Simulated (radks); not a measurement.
Results of a calculation; reference values are marked as such.
Question: Neutral potassium, [Ar] 4s1. Code: a radial shooting solver on a logarithmic mesh with Libxc functionals. Model: non-relativistic Kohn-Sham, PBE, spin-polarised, spherical densities, point nucleus. Every spin shell is full or empty, so the densities are truly spherical. Functionals are evaluated on that one density, not self-consistently. Rank these exchange functionals by their error against the exact value of the orbitals, and give that value: LDA, PBE, PBEsol, revPBE, PW91, PW86, WC, AM05, SOGGA, APBE, TPSS, r2SCAN, MVS.

Answer: Exact: -32.6482 hartree. From best to worst, with 100 (|E| - |E exact|)/|E exact| (equal figures are ties): r2SCAN +0.01, PW91 -0.11, TPSS +0.16, revPBE -0.17, MVS -0.19, PW86 +0.42, PBE -0.53, APBE +0.56, WC -1.48, PBEsol -3.33, SOGGA -3.36, AM05 -6.63, LDA -7.49.
